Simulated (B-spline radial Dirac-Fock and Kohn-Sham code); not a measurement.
## Dipole and non-dipole photoemission parameters of Ag⁺ 4p3/2

System: silver as Ag⁺, [Kr] 4d10; threshold 71.37 eV (orbital energy of the model). Calculated with an atomic code on a B-spline grid, using Dirac-Hartree-Slater photoionisation with a Latter tail; cross sections with all multipoles, angular parameters from the dipole term and its interference with E2.

For linearly polarised light dσ/dΩ = σ/(4π) [1 + β P₂(cos θ) + (δ + γ cos²θ) sin θ cos φ], with θ from the polarisation vector and φ the angle between the beam and the projection of the electron momentum on the plane normal to the polarisation.

```
hν (eV)  σ (kb)       β       γ       δ
     80     864   1.432  -0.168   0.027
   94.4       ?       ?       ?       ?
    100     416   0.230   0.307  -0.042
    108     356  -0.084   0.466  -0.073
    150     281   0.011  -0.057   0.009
    153     279   0.054  -0.068   0.013
    195     258   0.558  -0.010   0.035
    236     233   0.872   0.101   0.031
    298     197   1.160   0.189   0.020
    566    94.4   1.566   0.113   0.002
    658    75.8   1.613   0.068   0.001
    667    74.3   1.617   0.064   0.001
    912    45.0   1.679  -0.010   0.000
   1000    38.4   1.689  -0.022   0.000
   1050    35.3   1.693  -0.026   0.001
 1486.9    18.5   1.703  -0.002   0.002
   1600    16.0   1.700   0.015   0.003
   2090    9.30   1.680   0.113   0.005
   3070    4.00   1.624   0.347   0.011
   5390    1.01   1.489   0.841   0.031
   6910   0.523   1.410   1.094   0.047
   7010   0.503   1.405   1.108   0.048
 8047.8   0.344   1.357   1.252   0.060
  10900   0.145   1.238   1.565   0.095
  12000   0.110   1.198   1.663   0.108
  13100  0.0846   1.160   1.751   0.122
```

Task: Give the values at 94.4 eV.

Result: σ = 485 kb, β = 0.528, γ = 0.084, δ = -0.007.
